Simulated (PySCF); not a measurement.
A structure optimised at B3LYP-D3(BJ)/def2-TZVP, used in a PySCF frequency run:

```
Ge
H 1 1.5294
H 1 1.5294 2 115.91
Cl 1 2.1581 2 108.11 3 121.50
Cl 1 2.1581 2 108.11 3 -121.50
```

**Question.** Write its SMILES, formula and point group.

**Answer.** [Cl][GeH2][Cl], Cl2GeH2, C2v

**Question.** What are its rotational constants (standard atomic weights)?

**Answer.** 7.7931, 2.2947, 1.8159 GHz
